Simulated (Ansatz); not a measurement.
Cost and result for the atomization energy of CH$_{7}$NOSi$_{2}$ (`[SiH3]N[SiH]1CO1`) (12 atoms, 12 bonds).

Cartesian coordinates in Å:
```
Si -0.696 1.241 -1.768
N 0.139 0.703 -0.347
Si -0.139 -0.688 0.591
C 1.033 -1.379 1.767
O -0.140 -0.576 2.235
H -1.751 0.240 -2.057
H -1.312 2.577 -1.555
H 0.227 1.344 -2.929
H 0.869 1.315 -0.004
H -1.206 -1.479 -0.050
H 1.979 -0.890 1.997
H 0.999 -2.408 2.119
```

Charge 0, multiplicity 1. Geometry: relaxed with PBE0-D4/def2-TZVP. It is one conformer, not always the lowest. Program: Ansatz. All runs use 4 threads of an Arm Neoverse V2 on a shared host. Times are those of one run each, without the atoms' runs, and a repeat can differ threefold. Electronic energies, without spin–orbit coupling; frozen cores. CCSD(T)/CBS adds CCSD(T) − MP2 in def2-TZVPP to the MP2 limit, and its time is that of the two runs behind it. T1 = 0.013. B3LYP takes the VWN-RPA correlation (the form of Gaussian; ORCA's B3LYP/G).

CCSD(T)/CBS is a level of theory with its own doubt, some kJ/mol a heavy atom from the limit and from the frozen cores, so smaller differences don't rank the functionals.

```tsv
level	functions	wall time	atomization (kJ/mol)	difference from CCSD(T)/CBS	per bond
PBE-D4/def2-TZVPP (with forces)	275	2.4 s	4268.4	33.7	2.8
PBE0-D4/def2-TZVPP	275	2.9 s	4196.6	-38.1	-3.2
r2SCAN-D4/def2-TZVPP (with forces)	275	4.3 s	4224.1	-10.6	-0.9
B3LYP-D4/def2-TZVPP (with forces)	275	4.5 s	4224.7	-10.0	-0.8
B2PLYP/def2-TZVPP	275	5.5 s	4177.0	-57.7	-4.8
ωB97X-V/def2-TZVPP	275	7.5 s	4257.1	22.4	1.9
ωB97M-V/def2-TZVPP (with forces)	275	11 s	4245.0	10.3	0.9
MP2/def2-QZVPP	521	21 s	4240.3	5.6	0.5
CCSD(T)/def2-TZVPP	275	2.6 min	4104.1	-130.6	-10.9
CCSD(T)/CBS(def2)	–	3 min	4234.7	0.0	0.0
```

The D4 term adds +41.7 kJ/mol with B3LYP and +21.9 kJ/mol with PBE0; it sums over pairs of atoms, weighted by their polarisabilities, and B3LYP, whose exchange is more repulsive, gets the larger term. In def2-TZVPP, CCSD(T) changes the Hartree–Fock value by +1102.4 kJ/mol (the triples alone add +62.3 kJ/mol) and MP2 by +1159.7 kJ/mol; breaking electron pairs costs correlation energy, which Hartree–Fock lacks. From PBE to PBE0 (25 % exact exchange), in def2-TZVPP and without D4, the atomization energy moves by −67.9 kJ/mol: exact exchange takes away binding that semilocal exchange gives to molecules.
